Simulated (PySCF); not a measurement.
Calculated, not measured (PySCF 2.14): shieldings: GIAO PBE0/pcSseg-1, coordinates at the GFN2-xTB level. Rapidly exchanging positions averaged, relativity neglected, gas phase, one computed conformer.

Scale: ¹H and ¹³C against TMS (reference shieldings calculated alike). Shifts are as computed. Against solution values, carbons near 30 ppm lie about +3 ppm off and those near 130 ppm about +5 ppm; carbons on Cl a further +6 ppm. Of 1211 compounds with measured shifts, 218 miss one by over three times the rms of a fit or turn the order of signals round; such compounds aren't used in these exercises. Carbons bonded to Cl come out too deshielded.

Task: Order these molecules by the shift of their most deshielded carbon, lowest δ first.
A. C=c1oc(=C)c(C=O)c1[SiH3]
B. FC1(F)C(F)(F)C1(F)F
C. Cc1nn(C(C)C)nc1C

Result: B (110.3 ppm, three-membered-ring carbon), C (145.5 ppm, substituted aromatic carbon next to a ring nitrogen), A (192.0 ppm, aldehyde carbonyl carbon).

Task: Order these molecules by the shift of their most shielded carbon, lowest δ first.
A. FC1(F)C(F)(F)C1(F)F
B. Cc1nn(C(C)C)nc1C
C. C=c1oc(=C)c(C=O)c1[SiH3]
D. N#CC/C(Cl)=C/Cl

Result: B (12.7 ppm, methyl carbon on an aromatic ring), D (28.1 ppm, allylic sp3 CH2), C (87.0 ppm, carbon bonded to C, 2 H), A (110.3 ppm, three-membered-ring carbon).

Task: How many ¹³C and ¹H signals does each give (equivalence by symmetry and fast rotation, but not about amide C–N or C=N bonds)? `Cc1nn(C(C)C)nc1C`, `FC1(F)C(F)(F)C1(F)F`, `N#CC/C(Cl)=C/Cl`, `C=c1oc(=C)c(C=O)c1[SiH3]`

Result: Cc1nn(C(C)C)nc1C: 4 C, 3 H; FC1(F)C(F)(F)C1(F)F: 1 C, 0 H; N#CC/C(Cl)=C/Cl: 4 C, 2 H; C=c1oc(=C)c(C=O)c1[SiH3]: 7 C, 6 H.
